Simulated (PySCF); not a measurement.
# Potential energy of PRu along the bond

Set-up: PySCF, scalar-relativistic core potentials, basis sets P def2-TZVPP, Ru def2-TZVPP with ECP28. Energies in eV from P + Ru (4d7 5s1) in their ground configurations at the same level. All curves are PBE0. state 1: quartet, unpaired electrons σ ↑, π ↑, δ ↑, a mixture of terms (⟨Lz²⟩ = 4.9); state 2: quartet, unpaired electrons σ ↑, π ↑, δ ↑, a mixture of terms (⟨Lz²⟩ = 5.1), a second solution, started from another occupation; state 3: Ms = 0.5 determinant of mixed spin (⟨S²⟩ near 1.2), unpaired electrons δ ↑, a second solution, started from another occupation; state 4: ⁶Σ⁺ (sextet), unpaired electrons σ ↑, π ↑↑, δ ↑↑, a second solution, started from another occupation.

```csv
R (Å),state 1,state 2,state 3,state 4
1.766,-1.530,-1.516,-1.724,-0.658
1.849,-2.356,-2.339,-2.432,-1.666
1.931,-2.792,-2.772,-2.756,-2.272
1.992,-2.935,-2.914,-2.837,-2.533
2.054,-2.966,-2.943,-2.834,-2.673
2.116,-2.919,-2.893,-2.779,-2.720
2.198,-2.774,-2.744,-2.658,-2.681
2.300,-2.519,-2.478,-2.462,-2.525
2.424,-2.170,-2.107,-2.197,-2.252
2.588,-1.702,-1.608,-1.834,-1.830
```

Question: Put a parabola through the three lowest points of the state 1 curve and estimate Re, k and ωe (reduced mass 23.75 u; 1 eV/Å² = 0.16022 mdyn/Å; ωe = 1302.8·√(k/μ) cm⁻¹).

Answer: Through R = 1.992, 2.054, 2.116 Å the second-order coefficient is 10.1 eV/Å², so Re ≈ 2.048 Å, k ≈ 3.25 mdyn/Å and ωe ≈ 482 cm⁻¹. A polynomial fit of higher order to the unrounded PBE0 energies gives Re = 2.044 Å, k = 3.51 mdyn/Å, ωe = 501 cm⁻¹; anharmonicity and rounding make the difference.

The higher-order fit for each curve: state 1: Re = 2.044 Å, ωe = 501 cm⁻¹, De = 2.97 eV; state 2: Re = 2.043 Å, ωe = 504 cm⁻¹, minimum 2.94 eV below the ground-state fragments; state 3: Re = 2.019 Å, ωe = 453 cm⁻¹, minimum 2.84 eV below the ground-state fragments; state 4: Re = 2.125 Å, ωe = 441 cm⁻¹, minimum 2.72 eV below the ground-state fragments.

The metal atom is held in its measured ground configuration; semilocal functionals can put another filling of s and d lower by some tenths of an eV, and De to that atom would be smaller. ⟨S²⟩ of the unrestricted solution departs from its pure value on part of the curve, where spin states mix. These are scalar-relativistic numbers at best; spin–orbit coupling would shift them, the dissociation energy most. With d or f electrons several states lie close, and the lowest PBE0 determinant need not be the measured ground state.
